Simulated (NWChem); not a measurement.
SnH4O2; SMILES [OH][SnH2][OH]

```xyz
7

Sn     0.0000     0.0000     0.2910
O      1.6355     0.0424    -0.8797
O     -1.6355    -0.0424    -0.8797
H      0.1400     1.4748     1.1704
H     -0.1400    -1.4748     1.1704
H      1.6800    -0.7777    -1.4087
H     -1.6800     0.7777    -1.4087
```
Atoms are numbered in this order, from 1.

Computed with NWChem. Structure relaxed at the PBE-D3(BJ)/def2-SVP level. def2 effective core potentials on Sn; no spin-orbit coupling. Ions are spin-unrestricted doublets at the neutral geometry; other ion states weren't tried.

Problem. What does the run give for PBE/def2-SVPD? Quantities: −ε(HOMO) (eV).

Solution. 
| Quantity | Value |
|---|---|
| −ε(HOMO) (eV) | 6.94 |
